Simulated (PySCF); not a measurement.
Species: CH6ClFOSi2.
Cartesian coordinates in Å at the PBE0-D3(BJ)/def2-SVP level; atoms count from 1:
```xyz
12
CH6ClFOSi2 angstrom
F      2.2946    1.4426   -0.7699
Si     1.7714    0.2485    0.1926
C      2.8136   -1.2638   -0.1910
Cl     2.1461   -2.6326    0.7585
O      0.2068   -0.0612   -0.1619
Si    -0.9396   -1.2326   -0.4632
H      1.9198    0.7022    1.5934
H      2.7632   -1.5315   -1.2571
H      3.8711   -1.1412    0.0833
H     -0.4361   -2.1943   -1.4872
H     -1.2717   -1.9596    0.7943
H     -2.1539   -0.5455   -0.9841
```

Computed with PBE0-D3(BJ)/def2-SVP geometry optimisation, gas phase (PySCF 2.14.0).

Masses are those of the commonest isotopes; rigid-rotor values at the optimised geometry. The values belong to one conformer with, in the numbering `[F:1][Si@H:2]([CH2:3][Cl:4])[O:5][SiH3:6]`, F1–Si2–C3–Cl4 -175°, F1–Si2–O5–Si6 134°.

(1) Give the principal moments of inertia and the rotational constants in MHz.

(2) What kind of rotor is it?

(3) Is it planar, by Δ = Ic − Ia − Ib?

(4) Give the other two planar moments, Paa and Pbb, and the rms extents of the mass along the axes.

(5) Where do the levels up to J = 2 lie, in MHz?

(6) Predict some low-J microwave lines.

(7) Estimate the classical rotational partition function at 25 K, 50 K and 100 K.

Answers

(1) Ia = 296.32, Ib = 306.19, Ic = 560.86 u·Å²; 505379 MHz·u·Å²/I gives A = 1706, B = 1651, C = 901.1 MHz.

(2) An asymmetric top: κ = (2 × 1651 − 1706 − 901.1)/(1706 − 901.1) = 0.86.

(3) Not planar: Δ = Ic − Ia − Ib = -41.66 u·Å². For a rigid frame Δ = −2 Σ m c², so Σ m c² = 20.83 u·Å² lies off the ab plane: 9.26 from hydrogen and 11.57 from heavier atoms. The atom farthest from that plane is 1.81 Å away.

(4) Paa = Σ m a² = (Ib + Ic − Ia)/2 = 285.36 and Pbb = Σ m b² = (Ia + Ic − Ib)/2 = 275.49 u·Å². With the mass M = 143.96 u, the rms extents √(P/M) along a, b and c are 1.41, 1.38, 0.38 Å.

(5) Above 0(0,0):
J = 1: 1(0,1) 2552, 1(1,1) 2607, 1(1,0) 3356
J = 2: 2(0,2) 6957, 2(1,2) 6960, 2(1,1) 9209, 2(2,1) 9374, 2(2,0) 10071

(6) The dipole components are |μa| = 0.70 D, |μb| = 0.46 D, |μc| = 0.42 D. The squared components, which scale the intensities, stand as 1.00 : 0.43 : 0.35 (a : b : c). Some of the stronger lines:

```csv
type,branch,"J(Ka,Kc)",MHz,lower level (cm⁻¹)
c,Q,"4(4,1) ← 4(3,1)",549,1.085
a,Q,"5(4,1) ← 5(4,2)",1932,1.576
a,Q,"4(2,2) ← 4(2,3)",3851,0.886
b,Q,"3(2,2) ← 3(1,3)",3886,0.438
b,Q,"4(3,2) ← 4(2,3)",3894,0.886
b,R,"2(1,2) ← 1(0,1)",4409,0.085
b,R,"2(2,1) ← 1(1,0)",6018,0.112
b,Q,"5(1,4) ← 5(0,5)",6986,1.031
a,R,"5(0,5) ← 4(0,4)",9787,0.705
c,R,"3(1,2) ← 2(0,2)",10056,0.232
b,R,"5(2,4) ← 4(1,3)",11341,0.886
c,R,"4(1,3) ← 3(0,3)",13418,0.438
c,R,"4(3,2) ← 3(2,2)",13426,0.568
c,R,"4(4,0) ← 3(3,0)",13453,0.672
c,R,"5(3,3) ← 4(2,3)",16771,0.886
c,R,"5(4,2) ← 4(3,2)",16787,1.016
```

(7) Point group C1, symmetry number σ = 1; q = (√π/σ)·√((kT/h)³/(ABC)), k/h = 20836.6 MHz/K: 13200 at 25 K, 37400 at 50 K, 106000 at 100 K.

PBE0-D3(BJ)/def2-SVP frequencies: not computed here. Constants of a rigid frame at the computed geometry: no zero-point averaging, no centrifugal distortion. A rigid rotor knows nothing of internal rotation, which can split or shift real lines. Quadrupole hyperfine structure (35Cl) is left out.

Time: 1.9 min wall; peak memory 0.53 GiB. Hardware: one thread, Arm Neoverse V1 (aarch64), no GPU, shared host with 32 logical CPUs at a one-minute load of 23. That covers the optimisation of the geometry.
